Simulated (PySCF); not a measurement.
tert-butanol (C4H10O), SMILES CC(C)(C)O.

Coordinates come from a B3LYP-D3(BJ)/def2-SVP optimisation. The values are those of a single conformer.

All values below come from TDDFT-M06-2X/def2-SVPD (PySCF 2.14.0).

Vertical excitations. Isolated molecule, no solvent. State labels are in the subgroup Cs.

Computed lowest excited states:
```csv
state,symmetry,energy (eV),λ (nm),f,main pairs
S1,A",7.27,170,0.018,"HOMO→LUMO 75 %, HOMO→LUMO+1 17 %"
S2,A",8.58,144,0.032,"HOMO→LUMO+1 66 %, HOMO→LUMO 21 %"
S3,A',8.70,143,0.067,HOMO−1→LUMO 90 %
S4,A",9.11,136,0.000,"HOMO→LUMO+3 66 %, HOMO→LUMO+4 19 %"
S5,A',9.21,135,0.002,HOMO→LUMO+2 93 %
S6,A",9.40,132,0.001,"HOMO→LUMO+4 61 %, HOMO−2→LUMO 11 %"
S7,A',9.47,131,0.042,"HOMO−3→LUMO 49 %, HOMO−1→LUMO+1 34 %"
S8,A",9.56,130,0.001,"HOMO−2→LUMO 65 %, HOMO→LUMO+3 12 %"
S9,A",9.73,127,0.052,HOMO→LUMO+5 68 %
S10,A",9.82,126,0.002,"HOMO−4→LUMO 67 %, HOMO−1→LUMO+2 16 %"
T1,A",7.08,175,0,"HOMO→LUMO 68 %, HOMO→LUMO+1 19 %"
T2,A",8.53,145,0,"HOMO→LUMO+1 56 %, HOMO→LUMO 26 %"
T3,A',8.56,145,0,HOMO−1→LUMO 78 %
T4,A",9.01,138,0,"HOMO→LUMO+4 43 %, HOMO→LUMO+3 39 %"
```
Triplets are in the Tamm–Dancoff approximation, which puts them higher than full response would, so one can lie above its singlet here.
